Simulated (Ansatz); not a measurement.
`B[SiH2]CN` + HBr → `B[SiH2]Br` + CH₃NH₂ at 400 K and 1 bar (ligand exchange at the Si–C bond).

Isolated molecules relaxed with PBE0-D4/def2-TZVP in Ansatz; ΔE leaves out vibrations. CBS: MP2 limit from def2 TZ/QZ plus the TZ coupled-cluster correction, frozen cores. For Br outer-core shells are correlated without core-valence functions, which leaves a few kJ/mol of doubt a bond. Scalar relativity is left out up to krypton. Each species was taken in one conformer, which may not be the lowest.

| species | CCSD(T)/CBS energy (Eh) | H − E (kJ/mol) | S (J/(mol·K)) |
| --- | --- | --- | --- |
| `B[SiH2]CN` | -411.38926 | 272.9 | 380.6 |
| HBr | -2573.91920 | 27.6 | 207.2 |
| `B[SiH2]Br` | -2889.59767 | 124.3 | 344.3 |
| CH₃NH₂ | -95.75281 | 185.4 | 256.0 |

H − E and S are ideal-gas, rigid-rotor, harmonic terms from PBE0-D4/def2-TZVP, for one conformer and one mirror image of each species. 1 Eh = 2625.50 kJ/mol, R = 8.31446 J/(mol·K).

**Question.** By hand: ΔE, ΔH, ΔS and ΔG.

**Answer.** ΔE = (-2889.59767) + (-95.75281) − (-411.38926) − (-2573.91920) = -0.04202 Eh = -110.3 kJ/mol. Δ(H − E) = 124.3 + 185.4 − 272.9 − 27.6 = 9.2, so ΔH = -101.1 kJ/mol. ΔS = 344.3 + 256.0 − 380.6 − 207.2 = 12.5 J/(mol·K). ΔG = -101.1 − 400 × (12.5)/1000 = -106.1 kJ/mol.

**Question.** By hand: the equilibrium constant, and the temperature at which ΔG would vanish if ΔH and ΔS stayed fixed.

**Answer.** log₁₀ K = −ΔG/(RT ln 10) = 13.9. ΔH and −TΔS have one sign here, so there is no such temperature.

The number of gas molecules stays the same, so ΔS is small and ΔH decides. A doubt of 5 kJ/mol in ΔE shifts log₁₀ K by 0.7 here. Other conformers and mirror images would add mixing entropy, several J/(mol·K) or more a flexible species. These are equilibria of isolated gas molecules and say nothing of rates. Largest T1 diagnostic: 0.011 (customary marks: 0.02 for closed shells, 0.045 for open ones).

ΔS is within the doubt of such terms, so its sign, and with it that verdict, could turn.
